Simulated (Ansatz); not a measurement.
## Redistribution: CH2BrCl + C2ClF5 → CH2Cl2 + C2BrF5

Gas-phase species: CH2BrCl (bromochloromethane) `ClCBr`, singlet; C2ClF5 (chloropentafluoroethane) `FC(F)(F)C(F)(F)Cl`, singlet; CH2Cl2 (dichloromethane) `ClCCl`, singlet; C2BrF5 `FC(F)(F)C(F)(F)Br`, singlet. The partners trade Br for Cl; both sit on C, so the bond types are kept.

Shapes, held fixed at every level: PBE0-D4/def2-TZVP. Programs: Ansatz 0.2.0. The zero-point and thermal change to 298 K, harmonic and unscaled (PBE0-D4/def2-TZVP), is +0.2 kJ/mol.

**Question.** Estimate the reaction enthalpy at 298 K.

**Answer.** From tabulated heats of formation (Active Thermochemical Tables, CRC Handbook of Chemistry and Physics), ΔH(298 K) = +4.4 kJ/mol. Nearest: B3LYP-D4/def2-TZVPP (+2.5); farthest: MP2/def2-TZVPP (+5.3). 8 of 8 levels lie within 10 kJ/mol. The heats of C2ClF5 (chloropentafluoroethane), C2BrF5 (bromopentafluoroethane) come from older tables and can be uncertain by 10 kJ/mol or more. Relativity is left out for Br. Outer-core shells of Br are correlated, in sets that cover them unevenly. Times are processor times on shared x86 and Arm servers, and rough.

```
                level                    kind  ΔH (kJ/mol)  computed − measured  CPU time (all species)
 r2SCAN-D4/def2-TZVPP                meta-GGA         +7.7                 +3.2                    54 s
  B3LYP-D4/def2-TZVPP           global hybrid         +6.9                 +2.5                    54 s
  BHLYP-D4/def2-TZVPP           global hybrid         +8.7                 +4.3                    37 s
   PBE0-D4/def2-TZVPP           global hybrid         +8.1                 +3.7                    39 s
r2SCAN0-D4/def2-TZVPP           global hybrid         +8.9                 +4.5                    58 s
   wB97X-V/def2-TZVPP  range-separated hybrid         +8.4                 +4.0                    80 s
    B2PLYP/def2-TZVPP           double hybrid         +8.7                 +4.3                    63 s
       MP2/def2-TZVPP     perturbation theory         +9.7                 +5.3                       –
```
